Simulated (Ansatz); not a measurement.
Ansatz results at the PBE0-D4/def2-TZVP geometry: LUMO energy (B3LYP/def2-TZVPP) -0.42 eV; HOMO energy (PBE/def2-TZVPP) -4.60 eV; HOMO–LUMO gap (ωB97M-V/def2-TZVPP) 9.38 eV.

Each molecule was computed in one conformer, which needn't be the lowest.

Q: Which molecule gave them?
A. `C[N](C)[Nb](=[O])([N](C)C)[N](C)C`
B. `[NH2][Nb](=[O])([OH])[OH]`
C. `[OH][Nb]([OH])([Cl])([Cl])[Cl]`
D. `[S]=[Nb]([Cl])([Cl])[Cl]`

A: A. The others give `[S]=[Nb]([Cl])([Cl])[Cl]`: -3.50, -7.28, 9.26; `[OH][Nb]([OH])([Cl])([Cl])[Cl]`: -3.25, -7.25, 9.91; `[NH2][Nb](=[O])([OH])[OH]`: -1.02, -6.61, 10.85.

B3LYP here is the variant with VWN-RPA as its local correlation; programs differ in this.
